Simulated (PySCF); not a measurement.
P²⁺: ionisation energy

P²⁺ [Ne] 3s2 3p1 (2P) → P³⁺ [Ne] 3s2 (1S), as a difference of total energies. All numbers are calculated (PySCF 2.14, the non-relativistic Hamiltonian (point nucleus), in def2-TZVPPD (6s5p4d1f, 48 functions)). Correlated levels: valence: [Ne] frozen; valence and next inner shell: 1s2 frozen. The calculations carry no spin-orbit coupling.

```json
{"method": "UHF", "ionisation energy (eV)": "29.599", "plus first-order spin-orbit estimate": "29.641", "error of that sum (eV)": "-0.562"}
{"method": "LDA", "ionisation energy (eV)": "30.232", "plus first-order spin-orbit estimate": "30.274", "error of that sum (eV)": "+0.071"}
{"method": "PBE", "ionisation energy (eV)": "30.273", "plus first-order spin-orbit estimate": "30.315", "error of that sum (eV)": "+0.112"}
{"method": "PBE0", "ionisation energy (eV)": "30.288", "plus first-order spin-orbit estimate": "30.330", "error of that sum (eV)": "+0.127"}
{"method": "r2SCAN", "ionisation energy (eV)": "30.386", "plus first-order spin-orbit estimate": "30.428", "error of that sum (eV)": "+0.225"}
{"method": "TPSSh", "ionisation energy (eV)": "30.391", "plus first-order spin-orbit estimate": "30.433", "error of that sum (eV)": "+0.230"}
{"method": "r2SCAN0", "ionisation energy (eV)": "30.375", "plus first-order spin-orbit estimate": "30.417", "error of that sum (eV)": "+0.214"}
{"method": "B97-3", "ionisation energy (eV)": "30.131", "plus first-order spin-orbit estimate": "30.173", "error of that sum (eV)": "-0.030"}
{"method": "B3LYP", "ionisation energy (eV)": "30.317", "plus first-order spin-orbit estimate": "30.359", "error of that sum (eV)": "+0.156"}
{"method": "MP2 (valence)", "ionisation energy (eV)": "29.887", "plus first-order spin-orbit estimate": "29.929", "error of that sum (eV)": "-0.274"}
{"method": "SCS-MP2 (valence)", "ionisation energy (eV)": "29.876", "plus first-order spin-orbit estimate": "29.918", "error of that sum (eV)": "-0.285"}
{"method": "MP2 (valence and next inner shell)", "ionisation energy (eV)": "29.898", "plus first-order spin-orbit estimate": "29.940", "error of that sum (eV)": "-0.263"}
{"method": "SCS-MP2 (valence and next inner shell)", "ionisation energy (eV)": "29.882", "plus first-order spin-orbit estimate": "29.924", "error of that sum (eV)": "-0.279"}
```

Reference: 30.203 eV (measured; NIST Atomic Spectra Database, ionization energies).

A first-order spin-orbit estimate (lowest level to lowest level, LS coupling) adds 0.042 eV.

Errors of the correlated levels include the incompleteness of this basis and the frozen core.
